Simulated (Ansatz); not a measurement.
`B[SiH](Br)C=O` and `B[SiH](F)Br` differ in one atom or group.

Ansatz, PBE0-D4/def2-TZVP geometries, multiplicity 1. Each molecule was computed in one conformer, which needn't be the lowest. `B[SiH](F)Br` holds a close contact that its SMILES doesn't draw: Br···B 2.66 Å.

Scalar relativity is left out up to krypton. Spin–orbit coupling is left out; it splits and shifts lone-pair levels of the heavy atoms by tenths of an eV.

```
                                      property  `B[SiH](Br)C=O`
            HOMO energy (PBE0/def2-TZVPP) / eV            -7.30
          HOMO–LUMO gap (PBE0/def2-TZVPP) / eV             4.24
           HOMO–LUMO gap (PBE/def2-TZVPP) / eV             2.02
size of the dipole moment (PBE/def2-TZVPP) / D             0.63
             HOMO energy (PBE/def2-TZVPP) / eV            -6.01
           LUMO energy (B3LYP/def2-TZVPP) / eV            -3.26
```

What does the change do to each property? (Best estimate.)

The calculation gave: 
```
                                      property  `B[SiH](F)Br`  shift
            HOMO energy (PBE0/def2-TZVPP) / eV          -8.28  -0.98
          HOMO–LUMO gap (PBE0/def2-TZVPP) / eV           6.28   2.04
           HOMO–LUMO gap (PBE/def2-TZVPP) / eV           4.15   2.13
size of the dipole moment (PBE/def2-TZVPP) / D           1.04   0.41
             HOMO energy (PBE/def2-TZVPP) / eV          -7.08  -1.07
           LUMO energy (B3LYP/def2-TZVPP) / eV          -2.19   1.07
```

With PBE0 the HOMO falls by 0.98 eV and the LUMO rises by 1.05 eV, so the gap widens by about 2.03 eV. PBE moves the HOMO by -1.07 eV and ωB97M-V by -0.88 eV. The zero-point energy changes by -38.2 kJ/mol with -6 modes. Dipoles are sizes alone; their direction can turn.

B3LYP here is the variant with VWN-RPA as its local correlation; programs differ in this.
